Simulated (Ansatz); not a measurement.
Program: Ansatz. Geometries: PBE0-D4/def2-TZVP. ΔE: electronic, gas phase. CBS: MP2 limit from def2 TZ/QZ plus the TZ coupled-cluster correction, frozen cores. This one scheme is used for every species. DFT in def2-TZVPP. B3LYP here is the variant with VWN-RPA as its local correlation; programs differ in this. HSE06 is defined as in plane-wave codes. Triplets are unrestricted, without spin–orbit coupling. For Br outer-core shells are correlated without core-valence functions, which leaves a few kJ/mol of doubt a bond. Scalar relativity is left out up to krypton. One conformer a species, not always the lowest.

`CB(N)Br` → `NBBr` + `[CH2]` (triplet)  (formal loss of a carbene)

`CB(N)Br`:

Z-matrix (Å, degrees):
```
C
B 1 1.561
H 1 1.094 2 110.5
H 1 1.093 2 112.9 3 -121.4
H 1 1.094 2 110.5 3 117.2
N 2 1.386 1 124.4 3 121.1
Br 2 1.953 1 119.0 3 -58.8
H 6 1.005 2 123.3 1 -180.0
H 6 1.006 2 122.1 1 0.0
```

`NBBr`:

Cartesian coordinates in Å:
```
N 0.591 0.378 0.341
B -0.384 -0.221 -0.430
Br -1.751 -1.287 0.421
H 1.321 0.941 -0.063
H 0.635 0.293 1.343
H -0.412 -0.104 -1.613
```

`[CH2]` (triplet):

```xyz
3

C    -0.270   -0.055   -0.004
H     0.146   -0.093    0.991
H     0.124    0.147   -0.987
```

(1) Is it downhill or uphill in electronic energy at CCSD(T)/CBS, and by how much? (Estimate.)

(2) What do these levels give: LDA (SPW92), r2SCAN-D4, B3LYP-D4, ωB97M-V, r2SCAN, r2SCANh, HSE06, CAM-B3LYP, CCSD/def2-SVP, MP2/def2-TZVPP, SCS-MP2/def2-TZVPP, MP2/def2-QZVPP? (An estimate is asked.)

Largest T1 diagnostic among the species: 0.011.

Answers

(1) The calculation gave: Uphill: ΔE = +483.7 kJ/mol.

(2) Ansatz gave: LDA (SPW92) 558.4, r2SCAN-D4 463.8, B3LYP-D4 475.6, ωB97M-V 487.1, r2SCAN 462.1, r2SCANh 460.4, HSE06 477.3, CAM-B3LYP 474.5, CCSD/def2-SVP 454.1, MP2/def2-TZVPP 486.0, SCS-MP2/def2-TZVPP 483.5, MP2/def2-QZVPP 492.9 kJ/mol.

In def2-TZVPP, CCSD(T) changes the Hartree–Fock value by +137.7 kJ/mol (the triples alone add +11.0 kJ/mol) and MP2 by +152.2 kJ/mol. From r2SCAN to r2SCAN0 (25 % exact exchange), in def2-TZVPP and without D4, ΔE moves by −4.1 kJ/mol. Leaving LDA and LC-ωPBE aside and taking each functional with its dispersion term where it has one, the values, not all of them listed here, spread over 33.1 kJ/mol, from r2SCAN0-D4 to ωB97X-V. LDA lies +75.1 kJ/mol from PBE without D4.
